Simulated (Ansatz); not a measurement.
Stepwise reaction of `C[O][Ga]([NH2])[NH2]` with hydrogen chloride, as a gas-phase model of exchange steps in deposition or etching. ΔE in kJ/mol.

Calculated with Ansatz (gas phase, PBE0-D4/def2-TZVP geometries, no zero-point term in ΔE). CCSD(T)/CBS adds triple-zeta CCSD(T) − MP2 to the extrapolated MP2 energy (def2 sets, frozen cores). This one scheme is used for every species. Functionals use def2-TZVPP. B3LYP here is the variant with VWN-RPA as its local correlation; programs differ in this. For Ga outer-core shells are correlated without core-valence functions, which leaves a few kJ/mol of doubt a bond. Scalar relativity is left out up to krypton. One conformer a species, not always the lowest.

| step | reaction | PBE-D4 | B3LYP-D4 | ωB97M-V | CCSD(T)/CBS |
| --- | --- | --- | --- | --- | --- |
| 1 | `C[O][Ga]([NH2])[NH2]` + HCl → `C[O][Ga]([NH2])[Cl]` + NH₃ | -94.2 | -94.6 | -94.5 | -88.8 |

**Question.** Give the row of step 2, `C[O][Ga]([NH2])[Cl]` + HCl → `C[O][Ga]([Cl])[Cl]` + NH₃. (Estimate.)

**Answer.** The calculation gave: 
```
step                                                  reaction  PBE-D4  B3LYP-D4  ωB97M-V  CCSD(T)/CBS
   2  `C[O][Ga]([NH2])[Cl]` + HCl → `C[O][Ga]([Cl])[Cl]` + NH₃   -72.8     -72.7    -72.5        -67.5
```

**Question.** By hand: ΔE of the 2 steps together at CCSD(T)/CBS.

**Answer.** (-88.8) + (-67.5) = -156.3 kJ/mol, or -78.2 kJ/mol a step.

In ΔE each step is higher than the one before. All are downhill at CCSD(T)/CBS. PBE-D4 differs from CCSD(T)/CBS by -5.4 to -5.3 kJ/mol a step. Isolated molecules leave out the surface, adducts and barriers. Largest T1 diagnostic: 0.013.
